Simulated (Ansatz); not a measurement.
Basis sets compared for trans-NiH2(PH3)2 (NiP₂H₈). The state is a singlet with charge 0. Geometry PBE0-D4/def2-SVP. Ansatz on 2 threads of Arm Neoverse V1 on a shared host; times are rough, and most runs start from earlier orbitals.

```xyz
11

Ni    0.038    0.008    0.029
P    -1.174    1.204    1.255
P     1.189   -1.195   -1.251
H     1.161   -0.028    1.032
H    -2.567    0.947    1.364
H    -1.282    2.566    0.858
H    -0.934    1.446    2.636
H    -1.094    0.035   -0.972
H     1.022   -1.212   -2.663
H     1.033   -2.593   -1.043
H     2.610   -1.178   -1.246
```

The restricted singlet is unstable towards broken spin symmetry in Hartree–Fock (as tested in another run); at PBE-D4/def2-SVP, PBE0-D4/def2-SVP, PBE0-D4/def2-TZVP this wasn't settled. No other spin state of charge 0 was run. Another isomer (singlet) lies 0.11 eV lower at PBE0-D4/def2-TZVP; other spin states weren't run for this one.

Binding counts from free atoms (Ni triplet, P quartet, H doublet) in the same basis, without a counterpoise term.

| level | functions | energy (Eh) | HOMO (eV) | LUMO (eV) | binding per atom (eV) | wall time |
| --- | --- | --- | --- | --- | --- | --- |
| PBE-D4/def2-SVP | 107 | -2194.8307 | -3.99 | -1.26 | 2.66 | 2 s |
| PBE0-D4/def2-SVP | 107 | -2194.8714 | -5.80 | -0.14 | 2.52 | 2.6 s |

Problem. Estimate the rows for PBE-D4/def2-TZVP (with forces), PBE0-D4/def2-TZVP.

Solution. 
```tsv
level	functions	energy (Eh)	HOMO (eV)	LUMO (eV)	binding per atom (eV)	wall time
PBE-D4/def2-TZVP (with forces)	167	-2195.3186	-4.54	-1.60	2.66	4 s
PBE0-D4/def2-TZVP	167	-2195.3460	-6.32	-0.54	2.54	4.7 s
```
